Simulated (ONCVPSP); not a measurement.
# PBE ONCV dataset for Fe, fully relativistic all-electron reference.

iron, optimised norm-conserving Vanderbilt (ONCV), made with ONCVPSP 4.0.1 (PBE, fully relativistic). Core [Ar], reference 3d6 4s1 4p1. Waves: 4s: rc 2.60 bohr, ncon 4, nbas 8, qcut 2.7 1/bohr, 2 projectors, debl 3 Ha; 4p: rc 2.55 bohr, ncon 4, nbas 7, qcut 3 1/bohr, 2 projectors, debl 1 Ha; 3d: rc 1.00 bohr, ncon 4, nbas 9, qcut 13.5 1/bohr, 2 projectors, debl 0.9 Ha; f scattering state at 0.17 Ha: rc 2.30 bohr, ncon 4, nbas 7, qcut 4.5 1/bohr, 2 projectors, debl 2.2 Ha. Local part: polynomial inside 0.70 bohr (lpopt 5, dvloc0 3 Ha). Core correction: polynomial model core, fcfact 0.5.

Open shells are filled in proportion to 2j + 1.

All-electron outer shells of the reference configuration (PBE, scalar-relativistic, ld1.x):

| shell | level (eV) | outermost node (bohr) | outermost maximum (bohr) |
| --- | --- | --- | --- |
| 3s | -95.76 | 0.33 | 0.70 |
| 3p | -61.79 | 0.30 | 0.72 |
| 3d | -9.19 | – | 0.71 |
| 4s | -6.36 | 1.00 | 2.35 |
| 4p | -2.12 | 1.10 | 3.17 |

(1) Estimate the cutoffs (Ha) at which the residual kinetic energy of the hardest occupied pseudo-wave falls to 1 and 0.1 mHa per electron.

(2) What does a ghost test show?

(3) Which valence shell sets the plane-wave cutoff?

Answers

(1) 78 Ha and 89 Ha.

(2) Ghosts flagged at negative energy: s at -110.6 eV, p3/2 at -19.6 eV, f7/2 at -60.8 eV, p1/2 at -17.8 eV, f5/2 at -55.6 eV; GHOST(+) flagged for s at 115.6 eV. A true bound ghost makes a file unfit for plane-wave use.

(3) 3d: 78 Ha for 1 mHa per electron, against 4 Ha for 4s.

Its largest configuration-test error is -31 meV (3d6 4s0 4p0). 1 of 4 tests not solved or not reliable.
